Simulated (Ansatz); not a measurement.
`COC(=S)[TeH]` + `[NH]=[W](=[NH])([OH])[Cl]` → `C[O][W](=[NH])(=[NH])[Cl]` + `OC(=S)[TeH]`  (substitution at a C–O bond)

Gas-phase electronic energies from Ansatz, PBE0-D4/def2-TZVP geometries. CCSD(T)/CBS is the MP2 limit (def2-TZVPP, def2-QZVPP) plus CCSD(T) − MP2 in def2-TZVPP, frozen cores. Functionals use def2-TZVPP. B3LYP here is the variant with VWN-RPA as its local correlation; programs differ in this. def2 core potentials past Kr. For Te, W outer-core shells are correlated without core-valence functions, which leaves a few kJ/mol of doubt a bond. One conformer a species, not always the lowest.

| level | ΔE (eV) |
| --- | --- |
| r2SCAN-D4 | 0.09 |
| PBE0-D4 | 0.09 |
| B3LYP-D4 | 0.07 |
| B2PLYP | 0.06 |
| r2SCAN | 0.09 |
| PBE0 | 0.08 |
| HF/def2-QZVPP | -0.01 |
| MP2/def2-QZVPP | 0.09 |

What does CCSD(T)/CBS give? (Best estimate.)

The calculation gave: +0.10 eV. The listed levels differ from it by -0.01, -0.01, -0.03, -0.04, -0.01, -0.02, -0.11, -0.01 eV.

Largest T1 diagnostic among the species: 0.020.

In def2-TZVPP, CCSD(T) changes the Hartree–Fock value by +0.06 eV (the triples alone add +0.01 eV) and MP2 by +0.07 eV.
